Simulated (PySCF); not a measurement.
# Solvent effects on NMR parameters

Geometry:
| atom | x (Å) | y (Å) | z (Å) |
| --- | --- | --- | --- |
| C1 | 3.011 | -0.626 | -0.842 |
| O2 | 1.982 | -0.104 | -0.055 |
| C3 | 0.783 | 0.043 | -0.741 |
| N4 | -0.222 | 0.619 | 0.156 |
| C5 | 0.163 | 1.989 | 0.522 |
| B6 | -1.693 | 0.543 | -0.622 |
| C7 | -2.252 | -0.911 | -0.121 |
| C8 | -1.212 | -1.451 | 0.876 |
| C9 | -0.432 | -0.241 | 1.355 |
| H10 | 3.247 | 0.033 | -1.700 |
| H11 | 3.904 | -0.713 | -0.210 |
| H12 | 2.759 | -1.628 | -1.239 |
| H13 | 0.404 | -0.923 | -1.116 |
| H14 | 0.882 | 0.725 | -1.605 |
| H15 | -0.595 | 2.397 | 1.200 |
| H16 | 1.153 | 1.995 | 0.999 |
| H17 | 0.182 | 2.605 | -0.387 |
| H18 | -1.446 | 0.672 | -1.819 |
| H19 | -2.322 | 1.504 | -0.189 |
| H20 | -3.224 | -0.790 | 0.384 |
| H21 | -2.421 | -1.632 | -0.936 |
| H22 | -0.524 | -2.168 | 0.397 |
| H23 | -1.643 | -1.986 | 1.738 |
| H24 | -1.043 | 0.356 | 2.048 |
| H25 | 0.533 | -0.463 | 1.834 |

GIAO PBE0/pcSseg-1 in PySCF on one PBE0-D3(BJ)/def2-SVP conformer, non-relativistic, equivalent nuclei averaged. Solvents enter as an IEF-PCM continuum (cyclohexane with ε = 2.0, acetonitrile with ε = 35.7) around the gas-phase geometry. Shifts are referred to TMS, BF3·OEt2 computed in the same medium.

Gas phase, δ in ppm: C3 85.6, C9 58.5, C1 55.7, C5 47.6, C8 25.9, C7 10.3, B6 -8.5, H13 3.81, H14 3.31, H10/H11/H12 3.31, H25 3.05, H15/H16/H17 2.49, H19 2.24, H24 2.17. Dipole moment 4.44 D.

**Question.** How does each δ change in the continuum?

**Answer.** 
```csv
atoms,environment,"Δδ, cyclohexane","Δδ, acetonitrile"
C3,sp3 CH2 bonded to N and O,+0.1,+0.2
C9,sp3 CH2 bonded to N,+0.1,+0.5
C1,methyl carbon bonded to O,+0.4,+0.9
C5,methyl carbon bonded to N,+0.3,+0.8
C8,sp3 CH2 in a ring,+0.1,+0.2
C7,sp3 CH2 bonded to B,0.0,0.0
B6,"boron bonded to C, N, 2 H, in a 5-membered ring",0.0,+0.1
H13,hydrogen on an sp3 CH2 bonded to N and O,+0.02,+0.07
H14,hydrogen on an sp3 CH2 bonded to N and O,+0.07,+0.18
H10/H11/H12,hydrogen on a methyl carbon bonded to O,+0.06,+0.14
H25,hydrogen on an sp3 CH2 bonded to N,+0.04,+0.10
H15/H16/H17,hydrogen on a methyl carbon bonded to N,+0.04,+0.09
H19,"hydrogen on a boron bonded to C, N, in a 5-membered ring",-0.17,-0.43
H24,hydrogen on an sp3 CH2 bonded to N,+0.06,+0.15
```

Changes are relative to the gas phase. The dipole moment becomes 4.87 D in cyclohexane, 5.51 D in acetonitrile.

**Question.** Which of the listed nuclei move most (in ppm), and what does the model miss? (N and O are left out, as their reference compounds move with the solvent too.)

**Answer.** C1 (methyl carbon bonded to O, +0.9 ppm) in acetonitrile. A continuum only polarises the solute; specific hydrogen bonds, the anisotropy of aromatic solvents and changes of geometry or conformer are outside it.
